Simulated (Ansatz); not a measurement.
Born–Oppenheimer molecular dynamics of C$_{3}$H$_{7}$NOSi (13 atoms, charge 0, multiplicity 1). It starts from a relaxed structure.

Method: Ansatz 0.2.0, RKS CAM-B3LYP-D4/STO-3G.

- ensemble: NVT, Nosé–Hoover chain
- time step: 1 fs
- steps asked: 250
- set temperature: 700 K
- thermostat: time constant 1 fs, chain length 1
- seed: 475440

First frame:

```xyz
13
Properties=species:S:1:pos:R:3
C -0.133 -1.969 -0.533
C -0.509 -1.046 0.355
N -0.143 0.338 0.341
Si 0.893 1.027 -0.916
C -0.682 1.126 1.420
O -1.414 0.669 2.316
H -0.469 -3.000 -0.434
H 0.513 -1.743 -1.382
H -1.160 -1.277 1.211
H 1.025 2.423 -0.601
H 2.176 0.375 -0.897
H 0.277 0.849 -2.204
H -0.352 2.193 1.339
```

Problem. How far do the bonds stretch over the last three quarters of this one trajectory? (Pairs bonded in most of those frames.)

Solution. 
```
   bond  mean (Å)  spread (Å)  shortest  longest
  C1–C2     1.342       0.025      1.27     1.41
  C1–H7     1.096       0.025      1.04     1.16
  C1–H8     1.097       0.030      1.02     1.17
  C2–N3     1.450       0.043      1.36     1.54
  C2–H9     1.110       0.048      1.00     1.21
 N3–Si4     1.789       0.041      1.71     1.87
  N3–C5     1.466       0.059      1.35     1.59
Si4–H10     1.444       0.024      1.38     1.53
Si4–H11     1.451       0.058      1.34     1.54
Si4–H12     1.442       0.034      1.38     1.51
  C5–O6     1.247       0.016      1.22     1.29
 C5–H13     1.126       0.035      1.05     1.22
```

Mean temperature of the second half: 701 K. The conserved energy stayed within 4 meV per atom of its start (net change 0.78 meV per atom), so there is no drift, though single steps change it by up to 22 meV in the whole system, a sign of fast motions only just resolved. A run of 0.25 ps of so small a system gives no equilibrium averages. Limits of this set-up: minimal basis.

Run time: 11 min on 1 thread of Arm Neoverse V1, on a shared host, peak memory 0.1 GiB.
